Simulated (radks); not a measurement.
Results of a calculation; reference values are marked as such.
Mean orbital radii <r> (bohr) of the gold ion Au2+, [Xe] 4f14 5d9, at several levels of relativity; Dirac values are averaged over j with weights 2j + 1. Spin-unpolarised spherical Kohn-Sham, PBE, point nucleus unless stated (finite: rms radius 5.4371 fm), a radial shooting solver on a logarithmic mesh with Libxc functionals. A level marked "c x" has the speed of light scaled by that factor and shares open shells by 2j + 1; other Dirac levels either fill j = l - 1/2 first or share by 2j + 1.

shell,non-rel.,"Dirac, 2j+1 shares","Dirac, low j first","Dirac, 2j+1 shares, finite nucleus","change of magnitude, last against first (%)"
3s,0.2037,0.1833,0.1833,0.1833,-10.03
3p,0.1941,0.1840,0.1840,0.1840,-5.19
3d,0.1695,0.1677,0.1677,0.1677,-1.07
4s,0.4487,0.4069,0.4069,0.4070,-9.29
4p,0.4528,0.4321,0.4321,0.4321,-4.58
4d,0.4609,0.4586,0.4586,0.4586,-0.49
4f,0.4866,0.4991,0.4992,0.4991,+2.57
5s,1.025,0.9269,0.9270,0.9272,-9.55
5p,1.113,1.066,1.066,1.066,-4.25
5d,1.473,1.499,1.500,1.499,+1.70
6s (empty),2.712,2.434,2.436,2.435,-10.21
6p (empty),3.229,3.092,3.094,3.092,-4.25
